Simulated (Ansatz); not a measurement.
Born–Oppenheimer molecular dynamics of BrClFH4O3Ta (11 atoms, charge 0, multiplicity 1). It starts at the highest image of a converged band, a first-order saddle point between two minima.

The calculation used RHF/def2-SVP (Ansatz).

```json
{
 "ensemble": "NVE (velocity Verlet)",
 "time step": "0.5 fs",
 "steps asked": "200",
 "starting velocities drawn for": "100 K",
 "seed": "2093"
}
```

First frame:

```xyz
11
Properties=species:S:1:pos:R:3
Ta -0.464 -0.184 -0.043
F 1.619 -0.467 -0.311
O 0.065 0.467 1.620
H 0.550 1.153 2.055
O -0.449 0.117 -1.881
H -0.138 0.710 -2.549
Cl -2.641 0.638 0.213
O -0.772 -1.989 0.158
H -0.905 -2.717 0.747
Br 1.762 2.288 -0.616
H 1.958 0.603 -0.472
```

(1) What does the run give?

(2) What happens to the structure?

(3) How do temperature and energy run in time?

Answers

(1) The run went to its last step.

```
steps done                                               : 200
time covered                                             : 100 fs
mean temperature over the second half                    : 401 K
spread of the potential energy over the second half      : 8.2 meV per atom
mean potential energy of the second half above the start : -31.8 meV per atom
```

The conserved energy stayed within 0.099 meV per atom of its start (net change 0.092 meV per atom), so the integration is sound. The kinetic energy rose, since the run started high on the potential surface and went downhill. It ends in pieces (BrH + ClFH3O3Ta), so much of that is their flight and rotation, not heat. A run of 0.1 ps of so small a system gives no equilibrium averages. The orbitals stay closed-shell, which can raise the energy where a bond breaks towards radicals; this wasn't checked here.

(2) Between its relaxed ends the band would form Ta1–Br10, F2–H11 and break Br10–H11. These pairs go: Ta1–Br10 3.38 → 3.79 Å, F2–H11 1.13 → 3.01 Å, Br10–H11 1.70 → 1.38 Å. In the last frame they stand as before the step (other bonds may differ from the relaxed reactants and products). It ends as BrH + ClFH3O3Ta. Pairs count as bonded within 1.25 times the sum of covalent radii (0.12 Å more for H–H). The details hang on the random start.

(3) 
| time (fs) | T (K) | potential energy less start (eV) | conserved less start (meV/atom) |
| --- | --- | --- | --- |
| 0 | 100 | 0.000 | 0.00 |
| 5 | 81 | 0.022 | 0.05 |
| 10 | 84 | 0.020 | 0.09 |
| 15 | 146 | -0.054 | 0.03 |
| 20 | 243 | -0.166 | 0.00 |
| 25 | 322 | -0.257 | 0.07 |
| 30 | 402 | -0.350 | 0.07 |
| 35 | 406 | -0.356 | 0.00 |
| 40 | 333 | -0.271 | 0.03 |
| 45 | 299 | -0.231 | 0.08 |
| 50 | 377 | -0.322 | 0.01 |
| 55 | 408 | -0.359 | -0.02 |
| 60 | 335 | -0.272 | 0.07 |
| 65 | 274 | -0.201 | 0.09 |
| 70 | 298 | -0.230 | 0.02 |
| 75 | 376 | -0.320 | 0.01 |
| 80 | 463 | -0.421 | 0.07 |
| 85 | 531 | -0.501 | 0.03 |
| 90 | 508 | -0.475 | -0.01 |
| 95 | 414 | -0.364 | 0.07 |
| 100 | 428 | -0.381 | 0.09 |

Run time: 7.5 min on 4 threads of Arm Neoverse V2, with other jobs on the host, peak memory 0.53 GiB.
